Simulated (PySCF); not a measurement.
Ge(H)3(OMe) (CH6GeO), SMILES C[O][GeH3]. Heavy atoms are numbered as in [GeH3:1][O:2][CH3:3]. Hydrogens are named by the atom that carries them.

Geometry: ωB97X-D3(BJ)/def2-SVP.

Level of theory: PySCF with KT2/pcSseg-1.

GIAO shieldings, no solvent; atoms alike by connectivity are averaged. δ = σ(ref) − σ: ⁷³Ge against GeH4 (σ = 1669.3 ppm); ¹⁷O against H2O (σ = 330.4 ppm); ¹³C against TMS (σ = 185.1 ppm); ¹H against TMS (σ = 31.47 ppm), references at their B3LYP-D3(BJ)/def2-TZVP geometries, non-relativistic.

| nucleus | atoms | count | δ (ppm) |
|---|---|---|---|
| ⁷³Ge | Ge1 (GeH3) | 1 | 274.9 |
| ¹⁷O | O2 | 1 | 1.5 |
| ¹³C | C3 (CH3) | 1 | 61.4 |
| ¹H | H on Ge1 | 3 | 5.21 |
| ¹H | H on C3 | 3 | 4.03 |
